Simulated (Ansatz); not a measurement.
Reaction (formal exchange of groups at the Si–O bond): `O[SiH2][CH2][GeH3]` + BH₃ → `B[SiH2][CH2][GeH3]` + H₂O

Gas-phase electronic energies from Ansatz, PBE0-D4/def2-TZVP geometries. CCSD(T)/CBS adds triple-zeta CCSD(T) − MP2 to the extrapolated MP2 energy (def2 sets, frozen cores). This one scheme is used for every species. Functionals use def2-TZVPP. For Ge outer-core shells are correlated without core-valence functions, which leaves a few kJ/mol of doubt a bond. Scalar relativity is left out up to krypton. One conformer a species, not always the lowest.

(1) Is it downhill or uphill in electronic energy at CCSD(T)/CBS, and by how much? (Estimate.)

(2) What do these levels give: r2SCAN-D4, ωB97M-V, r2SCAN, MP2/def2-TZVPP, MP2/def2-QZVPP, MP2/CBS(def2)? (Estimate.)

Largest T1 diagnostic among the species: 0.011.

Answers

(1) Computed: Uphill: ΔE = +108.5 kJ/mol.

(2) The calculation gave: r2SCAN-D4 108.3, ωB97M-V 115.1, r2SCAN 108.5, MP2/def2-TZVPP 118.8, MP2/def2-QZVPP 118.0, MP2/CBS(def2) 117.0 kJ/mol.

From PBE to PBE0 (25 % exact exchange), in def2-TZVPP and without D4, ΔE moves by +6.7 kJ/mol. In def2-TZVPP, CCSD(T) changes the Hartree–Fock value by −23.3 kJ/mol (the triples alone add −2.3 kJ/mol) and MP2 by −14.8 kJ/mol.
